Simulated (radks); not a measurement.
Removal energies from the antimony ion Sb5+, [Kr] 4d10, by Delta-SCF beside the eigenvalue of the level emptied. Method: scalar-relativistic Kohn-Sham, PBE, spin-polarised, spherical densities, finite nucleus; Fermi nuclear charge, rms radius of each element as measured or else 0.836 A^(1/3) + 0.57 fm; computed with a radial shooting solver on a logarithmic mesh with Libxc functionals. Open shells are filled with parallel spins first.

removed from	final configuration	Delta-SCF (eV)	-eigenvalue (eV)
4d	[Kr] 4d9	99.563	89.673
4p	[Ar] 3d10 4s2 4p5 4d10	169.50	158.59
4s	[Ar] 3d10 4s1 4p6 4d10	217.13	205.75
3d	[Ar] 3d9 4s2 4p6 4d10	597.41	573.38
